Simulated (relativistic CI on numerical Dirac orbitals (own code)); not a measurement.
**From line strength to rate: C 1657.01 Å (vacuum)**

Problem. For 2s2 2p2 3P_2 – 2s2 2p 3s 3P°_2 of C a semi-empirical relativistic CI calculation gives the line strength S = 2.128 e²a₀² in the length gauge. The measured levels are 43.41 and 60393.15 cm⁻¹ (NIST Handbook). Find gf, f, A and the partial lifetime.

Working.
1. σ = 60393.15 − 43.41 = 60349.74 cm⁻¹, so the vacuum wavelength is 10⁸/σ = 1657.01 Å.
2. gf = 303.756 S/λ(Å) = 0.3901, log gf = -0.409; with g = 5 for the lower level, f = 0.078.
3. A = 2.02613 × 10¹⁸ S/(g_u λ³) with g_u = 5: A = 1.90 × 10^8 s⁻¹.
4. The partial lifetime for this S is 1/A = 5.28 ns; in the calculation this line carries 75 % of the decay of the upper level.

Check. The Handbook lists A = 2.52 × 10^8 s⁻¹, a tabulated value with its own uncertainty (a few per cent for the best lines, 25 % or more for others); ours lies 25 % below it. The velocity form of the same calculation gives S = 1.97, and the gap between the two forms is a rough gauge of the error in S. With the computed energy (60262 cm⁻¹) in place of the measured one the rate would change by the factor (σ_calc/σ)³ = 1.00.
